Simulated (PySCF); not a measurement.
Species: C4H7ClSi.
Geometry (GFN2-xTB, Å), atoms numbered from 1 in this order:
```
atom  x, y, z in Å
Cl1    2.9260    0.0641    1.4823
C2     2.0780    0.2167   -0.1017
C3     0.8921   -0.6803   -0.1276
C4    -0.3456   -0.2329   -0.0661
C5    -1.7348   -0.8046   -0.0552
Si6   -1.6427    1.0909    0.0471
H7     1.7878    1.2627   -0.1958
H8     2.8162   -0.0502   -0.8581
H9     1.1068   -1.7435   -0.1671
H10   -1.9903   -1.4001    0.8125
H11   -2.0470   -1.2993   -0.9666
H12   -1.8917    1.7256    1.3279
H13   -1.9591    1.8511   -1.1495
```

Computed at PBE0/pcSseg-1 (PySCF, non-relativistic), with Q(35Cl) = −0.0817 b: Cl1, 35Cl (I = 3/2): χzz = -75.99 MHz, η = 0.035.

Task: Where would the pure quadrupole (NQR) lines of 35Cl at Cl1 fall for the rigid, isolated species?

Result: From ν = (|χ|/2)√(1 + η²/3): ν = 38.00 MHz (alkyl chlorine). For 37Cl the ratio of quadrupole moments, 0.7881, gives 29.95 MHz.

Task: Apply the simplest Townes–Dailey estimate (no s hybridisation, no π bonding), ionic character = 1 − χzz/χ0, where χ0 is the coupling for one missing p electron along the bond: −109.74 MHz for 35Cl.

Result: Cl1 on C2: 1 − (-75.99)/(-109.74) = 0.31. In this model a purely covalent bond gives χ0 and a free halide ion gives zero; s hybridisation or π bonding, where present, is counted here as ionic character.

In a crystal, neighbours and librations shift these lines. GFN2-xTB bond lengths can be off by several hundredths of an ångström, more for odd bonds, and the gradients follow them. The small basis limits the accuracy of the gradients.

One conformer stands for the species.
